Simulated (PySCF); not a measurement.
**Worked example: oscillator strength and radiative lifetime**

C2H5BN2, SMILES NB1C=NC1.

Coordinates come from a PBE0-D3(BJ)/def2-SVP optimisation. This is a generated structure with no PubChem entry under its InChIKey; it may be hypothetical. One conformer was computed; it need not be the lowest.

TDA-LC-ωPBE/def2-SVPD run with PySCF 2.14.0 puts the first singlet state with f over 0.02 at 7.04 eV (vertical), with the transition dipole (0.443, -0.638, 0.000) in atomic units.

**Question.** Find the oscillator strength, the wavelength and the radiative lifetime that this transition would have in vacuum if emission retraced absorption.

**Answer.** 
|μ|² = 0.6033 au, so |μ| = 1.97 D. ΔE = 7.04/27.211 = 0.2587 hartree. f = (2/3) ΔE |μ|² = 0.104 (the program prints 0.104).
λ = 1239.84/7.04 = 176 nm; ν = 56781 cm⁻¹.
Einstein's coefficient A = 0.6670 ν² f s⁻¹ (ν in cm⁻¹) = 2.2e8 s⁻¹, so τ = 1/A = 4.5 ns. This state is S3; the lower singlets have f = 0.000, 0.000. The figure is the radiative limit of this one transition; relaxation, internal conversion, crossing to triplets and a medium change what is measured.
